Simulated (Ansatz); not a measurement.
benzonitrile (C7H5N), singlet, geometry from GFN2-xTB; SVWN5/3-21G in Ansatz (a first-principles code).

Here is a job for Ansatz.
Ansatz 0.2 input:
```yaml
crystal:
  periodic: [false, false, false]
  atoms:
    - {symbol: N, position_ang: [3.11954950, 0.55509879, 0.02098944]}
    - {symbol: C, position_ang: [1.99092193, 0.35426857, 0.01339563]}
    - {symbol: C, position_ang: [0.59841258, 0.10648271, 0.00402633]}
    - {symbol: C, position_ang: [-0.29759092, 1.17226289, 0.09170135]}
    - {symbol: C, position_ang: [-1.65657157, 0.92270395, 0.08196575]}
    - {symbol: C, position_ang: [-2.12584534, -0.37827711, -0.01430344]}
    - {symbol: C, position_ang: [-1.23539287, -1.43730580, -0.10142392]}
    - {symbol: C, position_ang: [0.12626512, -1.20274894, -0.09285409]}
    - {symbol: H, position_ang: [0.07933305, 2.18171727, 0.16631022]}
    - {symbol: H, position_ang: [-2.35309519, 1.74500709, 0.14964731]}
    - {symbol: H, position_ang: [-3.18890940, -0.56744083, -0.02145612]}
    - {symbol: H, position_ang: [-1.60456936, -2.44924172, -0.17627588]}
    - {symbol: H, position_ang: [0.82920083, -2.02005096, -0.16019728]}
basis:
  gaussian:
    orbitals: 3-21G.json
    fitting: {mean_field: def2-universal-JKFIT}
hamiltonian:
  xc: {name: SVWN5}
```
The basis file holds 3-21G in the JSON format of the Basis Set Exchange.

Predict the main parts of the log of this Ansatz run.


```
Functional definition: SVWN5
692 factors; integrals over basis functions are off by at most 4.4e-2 eV
mean field evaluation 1: about -8694.1993 eV, gradient 5.9e1 eV
mean field evaluation 2: about -8687.6875 eV, gradient 8.0e1 eV
mean field evaluation 4: about -8702.1958 eV, gradient 6.4e0 eV
mean field evaluation 8: about -8702.2971 eV, gradient 2.6e-1 eV
mean field evaluation 16: about -8702.2972 eV, gradient 3.2e-5 eV
mean field -8702.29723305 eV, -319.8035246857 hartree, gradient 2.9e-5 eV, S^2 0.000000; 0 other end points of the search recorded, 0 dependent functions left out
reference -8702.29725555 eV, -319.8035255124 hartree; 27, 27 occupied and 55, 55 virtual orbitals, 692 factors
Total energy: -8702.29725555 eV, -319.8035255124 hartree
```
